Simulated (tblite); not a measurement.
C3H5O (SMILES CC[C]=O), doublet, geometry from GFN2-xTB; GFN1-xTB (tblite).

Here is a job for tblite.
```
$ tblite run mol.xyz --method gfn1 --charge 0 --spin 1 --spin-polarized --json tblite.json --no-restart

# file mol.xyz
9

C     -1.74415870    -0.09615489    -0.20113188
C     -0.28119385    -0.45077827    -0.44746320
C      0.66303993     0.42069438     0.29960162
O      1.82804539     0.32539415     0.52553050
H     -2.39069958    -0.73833031    -0.79414626
H     -1.99575719    -0.22775348     0.84805044
H     -1.93669820     0.93789827    -0.47435288
H     -0.08975183    -1.49732586    -0.18280424
H     -0.03758054    -0.32020926    -1.50703030
```

### Question
What does tblite print? Leave out banner, timings and long lists.

### Answer

```
xTB calculator
 | screened Coulomb repulsion
 | Coulomb electrostatics
 |  * isotropic Klopman-Ohno-Mataga-Nishimoto electrostatics
 |  * onsite third-order electrostatics
 | DFT-D3(BJ) dispersion correction
 | Interactions (1)
 | [1] spin polarization

halogen bonding energy    0.0000000000000E+00 Eh
repulsion energy          1.5775126364052E-01 Eh
dispersion energy        -2.1466277097854E-03 Eh
interaction energy        0.0000000000000E+00 Eh
number of electrons       2.3000000000000E+01 e
integral cutoff           1.9731147476801E+01 bohr

------------------------------------------------------------
  cycle        total energy    energy error   density error
------------------------------------------------------------
      1     -13.48921180410  -1.3644816E+01   4.4163991E-01
      2     -13.64839883800  -1.5918703E-01   2.4887335E-01
      3     -13.64963783383  -1.2389958E-03   1.1654329E-01
      4     -13.65222173867  -2.5839048E-03   1.5889536E-02
      5     -13.65304073152  -8.1899285E-04   6.2926543E-03
      6     -13.65311972729  -7.8995768E-05   2.1191043E-03
      7     -13.65309056449   2.9162797E-05   3.3813957E-03
      8     -13.65312836537  -3.7800874E-05   4.9778418E-04
      9     -13.65312924264  -8.7727713E-07   7.8136288E-05
     10     -13.65312925349  -1.0845806E-08   3.5486560E-05
     11     -13.65312925705  -3.5575809E-09   7.7430295E-06
------------------------------------------------------------

electronic energy        -1.3808733892976E+01 Eh
total energy             -1.3653129257046E+01 Eh

Post processing:
 | Mayer-Wiberg bond orders

[Info] JSON dump of results written to 'tblite.json'
```
